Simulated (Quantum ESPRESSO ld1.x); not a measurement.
Results of a calculation; reference values are marked as such.
The lithium ion Li+, 2 electrons, occupied as [He] (the NIST ground configuration).

Code: ld1.x of Quantum ESPRESSO 7.5. Model: scalar-relativistic Kohn-Sham, LDA (Slater exchange, Perdew-Zunger correlation), spin-polarised, spherical densities, point nucleus.

Energy parts (eV):
total: -194.35
kinetic: 192.06
electron-nucleus: -433.06
Hartree: 88.27
exchange-correlation: -41.62

Orbitals (lengths in bohr, moments of r in powers of bohr; <r^-3> diverges for s and p1/2):
[
 {"orbital": "1s", "occ.": "2", "eigenvalue (eV)": "-59.588", "<r^-3>": "-", "<1/r>": "2.652"},
 {"orbital": "2s", "occ.": "0", "eigenvalue (eV)": "-6.530", "<r^-3>": "-", "<1/r>": "0.4415"},
 {"orbital": "2p", "occ.": "0", "eigenvalue (eV)": "-4.570", "<r^-3>": "0.1679", "<1/r>": "0.3695"}
]

The highest occupied level is 1s at -59.588 eV. The density falls to 0.001 e/bohr^3 at r = 1.86 bohr. Summed over all electrons, <r^2> = 0.9366 bohr^2, which gives a Langevin (diamagnetic) susceptibility term of -0.742 x 10^-6 cm^3/mol.
